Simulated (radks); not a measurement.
Problem. The lead ion Pb7+ is in [Xe] 4f14 5d7. Calculated with a radial shooting solver on a logarithmic mesh with Libxc functionals: scalar-relativistic Kohn-Sham, LDA (Slater exchange, Perdew-Wang correlation), spin-polarised, spherical densities, finite nucleus; Fermi nuclear charge, rms radius of each element as measured or else 0.836 A^(1/3) + 0.57 fm. Open shells are filled with parallel spins first. One electron is removed from 5s, 5d, 4f, 5p in turn, with full relaxation. Which removal costs least, and what does each cost?

Solution. 5d 121.06 eV; 5p 191.55 eV; 4f 250.93 eV; 5s 252.40 eV. The 5d electron leaves first.
